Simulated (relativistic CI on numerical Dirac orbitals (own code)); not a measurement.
Electric-dipole transitions in Ba²⁶⁺

Calculated at this level of theory: Dirac-Coulomb-Breit CI, orbitals from a KLI potential per configuration, a model potential for QED, unscaled Slater integrals (own radial code, finite nucleus).

CI space (outside the closed core [Ar]): 3d¹⁰4s², 3d¹⁰4s4p, 3d¹⁰4p², 3d¹⁰4s4d, 3d¹⁰4d², 3d¹⁰4s4f, 3d¹⁰4p4d, 3d¹⁰4f², 3d¹⁰4p4f, 3d¹⁰4d4f, 3d¹⁰4s5s, 3d¹⁰4s5p, 3d¹⁰4s5d, 3d¹⁰4s5f, 3d¹⁰4s5g, 3d¹⁰4s6s, 3d¹⁰4s6p, 3d¹⁰4s6d, 3d¹⁰4s6f, 3d¹⁰4s7s, 3d⁹4s²4p, 3d⁹4s²4d, 3d⁹4s²4f, 3d⁹4s²5s, 3d⁹4s²5p, 3d⁹4s²5d. Double excitations out of closed p, d and f shells are left out; levels of such configurations are missing from the list, as are those of other unlisted configurations, and high levels can miss mixing partners. These lack a partner that the ground configuration has and come out too high: 3d⁹4s²4p, 3d⁹4s²4d, 3d⁹4s²4f, 3d⁹4s²5s, 3d⁹4s²5p.

```csv
λ vac (Å),Lower,Upper,A (s⁻¹),E lower (Ry),E upper (Ry)
13.278,3d¹⁰4s² ¹S0 [1],3d⁹4s²4f ³D°1 [160],7.40e+12,0.0000,68.6280
35.699,3d¹⁰4s4d ³D2 [12],3d¹⁰4s5f ³F°3 [83],1.03e+12,12.5054,38.0321
35.966,3d¹⁰4s4d ³D3 [13],3d¹⁰4s5f ³F°4 [84],1.22e+12,12.7171,38.0543
37.017,3d¹⁰4s4d ¹D2 [14],3d¹⁰4s5f ¹F°3 [85],9.89e+11,13.4683,38.0858
47.425,3d¹⁰4s4f ³F°2 [27],3d¹⁰4s5g ³G3 [86],2.60e+12,20.2232,39.4380
47.483,3d¹⁰4s4f ³F°3 [28],3d¹⁰4s5g ³G4 [87],2.63e+12,20.2513,39.4425
47.565,3d¹⁰4s4f ³F°4 [29],3d¹⁰4s5g ³G5 [88],2.79e+12,20.2907,39.4490
49.011,3d¹⁰4s4f ¹F°3 [30],3d¹⁰4s5g ¹G4 [89],2.24e+12,20.9498,39.5431
103.95,3d¹⁰4s4p ³P°0 [2],3d¹⁰4s4d ³D1 [11],1.40e+11,3.6330,12.3996
105.71,3d¹⁰4s4p ³P°1 [3],3d¹⁰4s4d ³D2 [12],1.77e+11,3.8850,12.5054
105.98,3d¹⁰4p² ³P0 [6],3d¹⁰4p4d ³D°1 [18],2.70e+11,8.4513,17.0496
107.00,3d¹⁰4p² ¹D2 [8],3d¹⁰4p4d ³D°3 [21],2.28e+11,9.8381,18.3543
108.98,3d¹⁰4p² ³P1 [7],3d¹⁰4p4d ¹D°2 [20],1.16e+11,9.7910,18.1530
111.25,3d¹⁰4p4d ³D°1 [18],3d¹⁰4d² ³F2 [35],2.67e+11,17.0496,25.2411
112.15,3d¹⁰4p4d ¹F°3 [25],3d¹⁰4p4f ¹G4 [51],2.12e+11,18.9180,27.0435
112.40,3d¹⁰4p4f ³G3 [31],3d¹⁰4d4f ³H°4 [58],1.62e+11,24.2538,32.3615
113.65,3d¹⁰4p4d ³F°2 [15],3d¹⁰4p4f ³G3 [31],1.52e+11,16.2354,24.2538
116.10,3d¹⁰4p4d ³F°4 [19],3d¹⁰4p4f ³G5 [44],1.25e+11,18.1023,25.9509
116.48,3d¹⁰4s4d ³D1 [11],3d¹⁰4s4f ³F°2 [27],1.68e+11,12.3996,20.2232
116.52,3d¹⁰4d² ³F2 [35],3d¹⁰4d4f ³G°3 [66],2.41e+11,25.2411,33.0620
117.31,3d¹⁰4p4d ³D°3 [21],3d¹⁰4p4f ³F4 [45],2.24e+11,18.3543,26.1223
117.59,3d¹⁰4p4d ¹D°2 [20],3d¹⁰4p4f ¹F3 [43],1.75e+11,18.1530,25.9022
117.64,3d¹⁰4s4d ³D2 [12],3d¹⁰4s4f ³F°3 [28],1.75e+11,12.5054,20.2513
120.32,3d¹⁰4s4d ³D3 [13],3d¹⁰4s4f ³F°4 [29],1.95e+11,12.7171,20.2907
120.42,3d¹⁰4p² ³P2 [9],3d¹⁰4p4d ¹F°3 [25],1.89e+11,11.3505,18.9180
120.52,3d¹⁰4p4d ³P°2 [24],3d¹⁰4p4f ³F3 [46],1.57e+11,18.5890,26.1502
121.80,3d¹⁰4s4d ¹D2 [14],3d¹⁰4s4f ¹F°3 [30],2.86e+11,13.4683,20.9498
121.94,3d¹⁰4s4p ³P°2 [4],3d¹⁰4s4d ³D3 [13],1.59e+11,5.2438,12.7171
122.07,3d¹⁰4p4d ¹P°1 [26],3d¹⁰4p4f ¹D2 [50],2.24e+11,19.3449,26.8098
123.95,3d¹⁰4p4d ³F°4 [19],3d¹⁰4d² ³F4 [39],1.11e+11,18.1023,25.4544
124.89,3d¹⁰4p² ¹S0 [10],3d¹⁰4p4d ¹P°1 [26],1.69e+11,12.0481,19.3449
124.95,3d¹⁰4s4p ¹P°1 [5],3d¹⁰4s4d ¹D2 [14],2.49e+11,6.1754,13.4683
125.89,3d¹⁰4p² ³P2 [9],3d¹⁰4p4d ³P°2 [24],1.33e+11,11.3505,18.5890
126.26,3d¹⁰4p² ³P1 [7],3d¹⁰4p4d ³P°2 [17],1.05e+11,9.7910,17.0085
126.52,3d¹⁰4p4f ³F4 [45],3d¹⁰4d4f ³G°5 [71],2.55e+11,26.1223,33.3246
126.90,3d¹⁰4d4f ³G°4 [69],3d¹⁰4f² ³H5 [91],2.02e+11,33.2239,40.4049
128.00,3d¹⁰4d4f ³G°5 [71],3d¹⁰4f² ³H6 [92],2.14e+11,33.3246,40.4442
130.86,3d¹⁰4p4f ¹G4 [51],3d¹⁰4d4f ¹H°5 [76],3.34e+11,27.0435,34.0073
133.45,3d¹⁰4d4f ¹H°5 [76],3d¹⁰4f² ¹I6 [98],2.32e+11,34.0073,40.8358
134.35,3d¹⁰4p4f ³G5 [44],3d¹⁰4d4f ³H°6 [63],1.25e+11,25.9509,32.7338
147.56,3d¹⁰4s² ¹S0 [1],3d¹⁰4s4p ¹P°1 [5],1.17e+11,0.0000,6.1754
149.22,3d¹⁰4s4p ³P°2 [4],3d¹⁰4p² ³P2 [9],6.63e+10,5.2438,11.3505
149.54,3d¹⁰4s4f ¹F°3 [30],3d¹⁰4p4f ¹G4 [51],1.41e+11,20.9498,27.0435
160.99,3d¹⁰4s4f ³F°4 [29],3d¹⁰4p4f ³G5 [44],7.45e+10,20.2907,25.9509
169.22,3d¹⁰4s4d ³D3 [13],3d¹⁰4p4d ³F°4 [19],3.41e+10,12.7171,18.1023
```

Terms are leading LS components. Brackets give the number of a level in order of energy, since labels repeat. The list gives strong lines, with weight on those to low levels, without lines whose two gauges differ by over a factor of 2.5, among the lowest 160 of 202 levels, so that lines to higher ones, which can be the strongest, are missing. Levels whose partners in the same complex of configurations lie outside the list can be far off, and so can their lines. Rates are taken at the computed energies, electric ones in the length gauge.

At this charge energies of transitions that change n are usually good to better than 1 %, and those within a shell (Δn = 0) to a few per cent.

LS names give the leading component of a level, which can be under half, so a name can repeat, a term be missing and a line seem to break the LS rules.
